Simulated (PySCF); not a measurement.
RuO3, SMILES [O]=[Ru](=[O])=[O] (connectivity only; charge and spin as stated), neutral, multiplicity 3. Geometry optimised at r2SCAN-D4/def2-TZVP. The spin state was assumed, not searched. The def2 effective core potentials stand for the cores of Ru; spin–orbit coupling is left out.

All values below come from r2SCAN-D4/def2-TZVP in PySCF 2.14.0.

Harmonic wavenumbers (cm⁻¹): 111, 116, 305, 890, 940, 961. Rotational constants (GHz): 8.011, 6.704, 3.722; symmetry number 1.

Question: Work out the zero-point energy and the ideal-gas rigid-rotor harmonic-oscillator thermochemistry at 298.15 K and 1 atm.

Answer: ZPE = ½ Σ hcν = ½ × 3322 cm⁻¹ = 4.75 kcal/mol. H − E(el) = 8.36 kcal/mol. Entropy in cal/(mol K): translation 40.91, rotation 24.89, vibration 8.19, spin 2.18, total 76.17. G − E(el) = -14.35 kcal/mol. Cp = 14.87 cal/(mol K). Modes under 150 cm⁻¹ make the vibrational entropy uncertain.
